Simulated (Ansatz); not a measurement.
`F/C=N/[SiH3]` + `CB(C)N` → `CB(C)N[SiH3]` + `N=CF` at 298.15 K and 1 bar (ligand exchange at the Si–N bond).

Computed with Ansatz on PBE0-D4/def2-TZVP structures; ΔE is electronic, products minus reactants. CCSD(T)/CBS adds triple-zeta CCSD(T) − MP2 to the extrapolated MP2 energy (def2 sets, frozen cores). This one scheme is used for every species. One conformer a species, not always the lowest.

```tsv
species	CCSD(T)/CBS energy (Eh)	H − E (kJ/mol)	S (J/(mol·K))
`F/C=N/[SiH3]`	-484.01982	143.9	304.9
`CB(C)N`	-160.48988	294.3	311.2
`CB(C)N[SiH3]`	-450.78486	339.5	374.3
`N=CF`	-193.72220	98.3	248.2
```

H − E and S are ideal-gas, rigid-rotor, harmonic terms from PBE0-D4/def2-TZVP, for one conformer and one mirror image of each species. 1 Eh = 2625.50 kJ/mol, R = 8.31446 J/(mol·K).

By hand: ΔE, ΔH, ΔS and ΔG.

ΔE = (-450.78486) + (-193.72220) − (-484.01982) − (-160.48988) = 0.00264 Eh = 6.9 kJ/mol. Δ(H − E) = 339.5 + 98.3 − 143.9 − 294.3 = -0.4, so ΔH = 6.5 kJ/mol. ΔS = 374.3 + 248.2 − 304.9 − 311.2 = 6.4 J/(mol·K). ΔG = 6.5 − 298.15 × (6.4)/1000 = 4.6 kJ/mol.

By hand: the equilibrium constant, and the temperature at which ΔG would vanish if ΔH and ΔS stayed fixed.

log₁₀ K = −ΔG/(RT ln 10) = -0.8. ΔG = 0 at ΔH/ΔS = 1016 K, though so small a ΔH makes that figure unsure.

The number of gas molecules stays the same, so ΔS is small and ΔH decides. The sign of ΔG lies within the doubt. A doubt of 5 kJ/mol in ΔE shifts log₁₀ K by 0.9 here. Other conformers and mirror images would add mixing entropy, several J/(mol·K) or more a flexible species. Modes under 60 cm⁻¹, often nearly free rotors, make the harmonic entropy too high. These are equilibria of isolated gas molecules and say nothing of rates. Largest T1 diagnostic: 0.014 (customary marks: 0.02 for closed shells, 0.045 for open ones).
